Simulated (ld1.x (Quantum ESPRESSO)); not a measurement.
## Ni (Z = 28): one change to an RRKJ potential, before and after

Ni, norm-conserving RRKJ (Kleinman–Bylander form), made with ld1.x (Quantum ESPRESSO) 7.5 (PBE, scalar-relativistic). Core [Ar], reference 3d8 4s0.5 4p0 (charge +1.5). Waves: 4s (bound): rc 2.05 bohr; 4p (bound, empty): rc 2.20 bohr; 3d (bound): rc 0.80 bohr. Local part: all-electron potential smoothed inside 2.05 bohr (lloc = -1). Core correction: Bessel-smoothed model core inside 0.35 bohr. rho0 = 0.005.

Change: all radii but the core radius scaled by about 0.91 (s 1.86, p 2.00, d 0.72 bohr); local potential all-electron potential smoothed inside 1.86 bohr (lloc = -1).

Cutoffs: the cutoffs (Ry, on a coarse ladder) from which the occupation-weighted sum of valence levels, in a spherical-Bessel basis at the reference potential, stays within 10 and 1 mRy of its value at 400 Ry; they do not see the model core or the augmentation charge, which bear on the density cutoff. Errors are all-electron minus pseudo energies relative to the spin-unpolarised reference configuration.

Task: Predict the effect on cutoff, ghosts and configuration errors.

Result: Of the 7 tests that both files solve, the error grows in 0 and shrinks in 1 by more than 15 % and 0.3 meV (median size 6.0 → 5.6 meV); neither file shows a bound ghost.

```csv
quantity,base,changed
"cutoff, loose",260 Ry,300 Ry
"cutoff, tight",300 Ry,over 300 Ry
loose cutoff by channel (10 mRy a level),"s 25 Ry, d 230 Ry","s 25 Ry, d 260 Ry"
bound ghosts,none,none
"error for 3d8 4s2 4p0, meV [ΔE -16.94 eV]",-14,-14
"error for 3d8 4s1 4p0, meV [ΔE -7.62 eV]",-2.0,-2.1
"error for 3d8 4s0 4p0, meV [ΔE 9.74 eV]",-5.2,-5.6
"error for 3d6 4s0 4p0, meV [ΔE 104.76 eV]",-1812,-1662
"error for 3d8 4s1 4p1, meV [ΔE -12.34 eV]",-6.0,-5.3
"error for 3d8 4s0 4p2, meV [ΔE -7.44 eV]",-3.2,-1.4
"error for 3d7 4s2 4p1, meV [ΔE -6.39 eV]",-493,-458
```
